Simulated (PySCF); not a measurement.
## Spinor energies of Tb (terbium, neutral)

Start: [Xe] 4f9 6s2; 4f5/2 filled at m_j = -5/2, -3/2, -1/2, +1/2, +3/2, +5/2; 4f7/2 filled at m_j = +3/2, +5/2, +7/2. Calculated with PySCF 2.14 in x2c-SVPall-2c: generalised Hartree-Fock with the X2C-1e Hamiltonian and a Gaussian nucleus; one run each with spin-orbit coupling (SO) switched off, then screened by Boettger's factors.

| spinor shell | electrons | ε, spin-free (eV) | ε, screened SO (eV) | weight of nominal j (screened SO) | rms radius, screened SO (bohr) |
| --- | --- | --- | --- | --- | --- |
| 1s1/2 | 2 | -52253.0 | -52242.7 | 1.000 | 0.0245 |
| 2s1/2 | 2 | -8783.9 | -8780.7 | 1.000 | 0.0989 |
| 2p1/2 | 2 | -7800.9 | -8327.9 | 1.000 | 0.0846 |
| 2p3/2 | 4 | -7800.9 | -7576.1 | 1.000 | 0.0912 |
| 3s1/2 | 2 | -1999.0 | -1998.0 | 1.000 | 0.255 |
| 3p1/2 | 2 | -1689.7 | -1800.8 | 1.000 | 0.246 |
| 3p3/2 | 4 | -1689.7 | -1641.6 | 1.000 | 0.260 |
| 3d3/2 | 4 | -1284.9 | -1305.5 | 0.998 | 0.232 |
| 3d5/2 | 6 | -1284.9 | -1270.2 | 0.999 | 0.236 |
| 4s1/2 | 2 | -419.40 | -419.08 | 1.000 | 0.576 |
| 4p1/2 | 2 | -314.96 | -341.12 | 0.986 | 0.593 |
| 4p3/2 | 4 | -314.96 | -303.46 | 0.993 | 0.622 |
| 4d3/2 | 4 | -168.46 | -176.61 | 0.791 | 0.671 |
| 4d5/2 | 6 | -168.46 | -162.76 | 0.861 | 0.679 |
| 5s1/2 | 2 | -58.073 | -58.020 | 1.000 | 1.43 |
| 5p1/2 | 2 | -30.827 | -34.613 | 0.940 | 1.62 |
| 5p3/2 | 4 | -30.827 | -29.174 | 0.970 | 1.75 |
| 4f5/2 | 6 | -13.680 | -13.288 | 0.723 | 0.976 |
| 4f7/2 | 3 | -13.680 | -14.272 | 0.806 | 0.965 |
| 6s1/2 | 2 | -5.021 | -5.023 | 1.000 | 4.83 |

```
   quantity     spin-free   screened SO
E (hartree)  -11700.24703  -11708.31994
        M_J          15/2          15/2
       ⟨J²⟩        63.770        63.777
       ⟨L²⟩        30.010        30.571
       ⟨S²⟩         8.760         8.636
```

Each row is a mean over spinors that exchange with the open shell spreads, by up to 15.178 eV (4d5/2).

Rows whose weight is well below 1 are mixtures of j = l ± 1/2: exchange outweighs spin-orbit coupling there, and the label is only the starting occupation.

Breit and QED terms are absent; they matter most for the inner s and p1/2 levels.

Densities and radii are taken from the X2C orbitals without a picture-change correction, which distorts them close to the nucleus.

Without spin-orbit coupling the j labels of p, d and f shells carry no meaning; the spin-free column gives the mean over the occupied spinors of each nl shell.
